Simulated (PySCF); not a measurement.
Job for PySCF: R-MP2/6-31G* on NH3 (SMILES N) with ghost functions, monomers drawn apart or pushed together.

```python
from pyscf import gto, scf, dft, mp
from pyscf.data.elements import chemcore

mol = gto.M(
    atom='''
    N     0.11865979   -0.03409778    4.61926641
    H     0.96269804    0.24818886    5.10452076
    H    -0.67241486    0.26363724    5.17885806
    H     0.10739465   -1.04721257    4.58382710
    ghost-O   -0.02702293    1.19407047    1.18962619
    ghost-Ga   -0.08437439   -0.03814934   -0.09935988
    ghost-H    0.01076232    0.80999475    2.08896919
    ghost-H   -0.14647985    0.52257131   -1.55496223
    ghost-H   -0.06849732   -1.55463567    0.31431137
    ''',
    basis='6-31g*',
    cart=True,
    charge=0, spin=0, verbose=3, max_memory=1800)
mf = scf.RHF(mol)
mf.conv_tol = 1e-8
mf.max_cycle = 100
mf.kernel()
if not mf.converged:
    mf = mf.newton().run(mf.mo_coeff, mf.mo_occ)
pt = mp.MP2(mf, frozen=chemcore(mol)).run()
```

Program output:

```
converged SCF energy = -56.1850226350327
E(RMP2) = -56.3559963550445  E_corr = -0.170973720011807
E(SCS-RMP2) = -56.3556801414142  E_corr = -0.170657506381474
```

The calculation finished and met its thresholds.

Cost: roughly 2.0 core-seconds.
